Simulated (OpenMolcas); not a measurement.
Mg: input and output

Input:

```
&GATEWAY
Coord
1

Mg 0.0 0.0 0.0
Basis=ANO-L-VDZP
Group=XYZ
NoMove
AngMom=0.0 0.0 0.0
AMFI
&SEWARD
* reference wave functions (RASSCF and RASSI steps not shown): 2 electrons in 4 orbitals (3s 3p)
>>> COPY JOB002 $Project.JobIph
&CASPT2
Multistate=1 1
Frozen=1 0
IPEA=0.15
MaxIter=60
WThr=0.0 0.3 0.05
PrWF=0.5
NoMix
>>> COPY JOB003 $Project.JobIph
&CASPT2
Multistate=3 1 2 3
NoMult
Frozen=1 0
IPEA=0.15
MaxIter=60
WThr=0.0 0.3 0.05
PrWF=0.5
NoMix
>>> COPY JOB004 $Project.JobIph
&CASPT2
Multistate=3 1 2 3
NoMult
Frozen=1 0
IPEA=0.15
MaxIter=60
WThr=0.0 0.3 0.05
PrWF=0.5
NoMix
```

Launched by
```bash
OMP_NUM_THREADS=1 MOLCAS_MEM=2252 MOLCAS_PROJECT=a pymolcas a.inp > a.log  # once for each step of the input, in one work folder
```

Output, cut to the results:

```
--- CASPT2 ---
Orbital specifications:
      -----------------------

      Symmetry species                           1   2
                                                ag  au
      Frozen orbitals                            1   0
      Inactive orbitals                          1   3
      Active orbitals                            1   3
      Secondary orbitals                         6   3
      Deleted orbitals                           0   0
      Number of basis functions                  9   9
Type of calculation                        SS-CASPT2
      Fock operator                              state-specific
      IPEA shift                                 0.15
      Real shift                                 0.00
      Imaginary shift                            0.00
      The input orbitals will be transformed to quasi-canonical
Reference energy:        -199.6453729510
      E2 (Non-variational):      -0.0052074457
      E2 (Variational):          -0.0052074451
      Total energy:            -199.6505803961
      Residual norm:              0.0000000670
      Reference weight:           0.99773
      Contributions to the CASPT2 correlation energy
      Active & Virtual Only:         -0.0013771097
      One Inactive Excited:          -0.0010986062
      Two Inactive Excited:          -0.0027317298
::    CASPT2 Root  1     Total energy:   -199.65058040
--- CASPT2 ---
Orbital specifications:
      -----------------------

      Symmetry species                           1   2
                                                ag  au
      Frozen orbitals                            1   0
      Inactive orbitals                          1   3
      Active orbitals                            1   3
      Secondary orbitals                         6   3
      Deleted orbitals                           0   0
      Number of basis functions                  9   9
Type of calculation                        SS-CASPT2
      Fock operator                              state-specific
      IPEA shift                                 0.15
      Real shift                                 0.00
      Imaginary shift                            0.00
      The input orbitals will be transformed to quasi-canonical
Reference energy:        -199.5459666681
      E2 (Non-variational):      -0.0072621647
      E2 (Variational):          -0.0072621628
      Total energy:            -199.5532288309
      Residual norm:              0.0000002858
      Reference weight:           0.99368
      Contributions to the CASPT2 correlation energy
      Active & Virtual Only:         -0.0037356283
      One Inactive Excited:          -0.0008859045
      Two Inactive Excited:          -0.0026406318
Reference energy:        -199.5459666681
      E2 (Non-variational):      -0.0072621647
      E2 (Variational):          -0.0072621628
      Total energy:            -199.5532288309
      Residual norm:              0.0000002858
      Reference weight:           0.99368
      Contributions to the CASPT2 correlation energy
      Active & Virtual Only:         -0.0037356283
      One Inactive Excited:          -0.0008859045
      Two Inactive Excited:          -0.0026406318
::    CASPT2 Root  1     Total energy:   -199.55322883
::    CASPT2 Root  2     Total energy:   -199.55322883
::    CASPT2 Root  3     Total energy:   -199.55322883
--- CASPT2 ---
Orbital specifications:
      -----------------------

      Symmetry species                           1   2
                                                ag  au
      Frozen orbitals                            1   0
      Inactive orbitals                          1   3
      Active orbitals                            1   3
      Secondary orbitals                         6   3
      Deleted orbitals                           0   0
      Number of basis functions                  9   9
Type of calculation                        SS-CASPT2
      Fock operator                              state-specific
      IPEA shift                                 0.15
      Real shift                                 0.00
      Imaginary shift                            0.00
      The input orbitals will be transformed to quasi-canonical
Reference energy:        -199.4630141741
      E2 (Non-variational):      -0.0166945258
      E2 (Variational):          -0.0166945275
      Total energy:            -199.4797087015
      Residual norm:              0.0000000441
      Reference weight:           0.97910
      Contributions to the CASPT2 correlation energy
      Active & Virtual Only:         -0.0129151568
      One Inactive Excited:          -0.0010163420
      Two Inactive Excited:          -0.0027630270
Reference energy:        -199.4630141741
      E2 (Non-variational):      -0.0166945258
      E2 (Variational):          -0.0166945275
      Total energy:            -199.4797087015
      Residual norm:              0.0000000441
      Reference weight:           0.97910
      Contributions to the CASPT2 correlation energy
      Active & Virtual Only:         -0.0129151568
      One Inactive Excited:          -0.0010163420
      Two Inactive Excited:          -0.0027630270
::    CASPT2 Root  1     Total energy:   -199.47970870
::    CASPT2 Root  2     Total energy:   -199.47970870
::    CASPT2 Root  3     Total energy:   -199.47970870
```

Levels above the lowest, from the spin-orbit matrix with the single-state CASPT2 energies, averaged by term, on its diagonal:

| Configuration | Term | J | E (cm⁻¹) | Measured (cm⁻¹) | g | Term weight % |
| --- | --- | --- | --- | --- | --- | --- |
| 3s² | ¹S | 0 | 0.0 | 0.0 |  | 100 |
| 3s 3p | ³P° | 0 | 21336 | 21850 |  | 100 |
| 3s 3p | ³P° | 1 | 21351 | 21870 | 1.501 | 100 |
| 3s 3p | ³P° | 2 | 21381 | 21911 | 1.501 | 100 |
| 3s 3p | ¹P° | 1 | 37502 | 35051 | 1.000 | 100 |

Against the 4 measured excited levels shown (NIST Handbook of Basic Atomic Spectroscopic Data) the mean absolute deviation is 1000 cm-1; the largest miss in energy is 3s 3p ¹P°₁: computed 37502, measured 35051 cm⁻¹ (+7.0 %).

Computed and measured levels are paired by configuration, term and J; levels that our copy of the source lacks, or whose pairing is in doubt (as where it misses far off the trend of its configuration), stay unpaired and out of the deviations. Only configurations of the active space appear. The first state left out of the spin-orbit step lies near 58000 cm-1 above the lowest spin-free state of the reference (among the parities and spins computed), and the list stops at four fifths of that energy or lower.

The CASPT2 steps took 1 s on 1 thread of Arm Neoverse V2, with other jobs on the host; the integral step is not counted.

The term weight is that of the spin-free term in the level, not the purity of its configuration. ° marks odd parity.
